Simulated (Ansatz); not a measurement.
Isolated molecules relaxed with PBE0-D4/def2-TZVP in Ansatz; ΔE leaves out vibrations. CCSD(T)/CBS adds triple-zeta CCSD(T) − MP2 to the extrapolated MP2 energy (def2 sets, frozen cores). This one scheme is used for every species. DFT in def2-TZVPP. For Br outer-core shells are correlated without core-valence functions, which leaves a few kJ/mol of doubt a bond. Scalar relativity is left out up to krypton. Each species was taken in one conformer, which may not be the lowest.

Consider the ligand exchange at a B–C bond: `COB(C)Br` + CH₃OH → `COB(Br)OC` + CH₄.

| level | ΔE (eV) |
| --- | --- |
| PBE-D4 | -1.20 |
| ωB97M-V | -1.28 |
| revPBE | -1.15 |
| BLYP | -1.26 |
| r2SCAN0 | -1.28 |
| CCSD(T)/def2-SVP | -1.46 |
| MP2/def2-QZVPP | -1.27 |
| HF/CBS(def2) | -1.37 |

**Question.** What does CCSD(T)/CBS give? (Best estimate.)

**Answer.** Ansatz gave: -1.25 eV. The listed levels differ from it by 0.05, -0.03, 0.10, -0.01, -0.03, -0.21, -0.02, -0.12 eV.

Largest T1 diagnostic among the species: 0.011.

Leaving LDA and LC-ωPBE aside and taking each functional with its dispersion term where it has one, the values, not all of them listed here, spread over 0.15 eV, from BHLYP-D4 to PBE-D4. LDA lies −0.06 eV from PBE without D4. From BLYP to BHLYP (50 % exact exchange), in def2-TZVPP and without D4, ΔE moves by −0.07 eV.
